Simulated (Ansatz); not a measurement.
System: PH, charge 0, triplet. PH (SMILES [PH], triplet).
B3LYP-D3(BJ)/def2-TZVP minimum from Ansatz (a quantum-chemistry and plane-wave program):
```
P
H 1 1.4285
```
Charge 0, spin multiplicity 3.

Hartree-Fock and MP2 correlation energies in hartree (Ansatz). Radicals and triplets start from unrestricted determinants; spin-orbit coupling is neglected. Cores are frozen in correlated methods. No relativity.

| basis | X | E(HF) | E(corr, MP2) |
|---|---|---|---|
| cc-pV(T+d)Z | 3 | -341.29866 | -0.10624 |
| cc-pV(Q+d)Z | 4 | -341.30167 | -0.11416 |
| cc-pV(5+d)Z | 5 | -341.30223 | withheld |

Question: Fit E(corr) = E∞ + A/X³ to X = 3 and 4, predict X = 5, and compare with the run.

Answer: A = (-0.10624 - (-0.11416))/(1/27 - 1/64) = 0.3699; E∞ = -0.11416 - A/64 = -0.11994; at X = 5, E∞ + A/125 = -0.11698. The run gave -0.11765, 0.67 mEh below the prediction. The same form on X = 4 and 5 gives E∞ = -0.12131, 1.37 mEh below the first estimate.
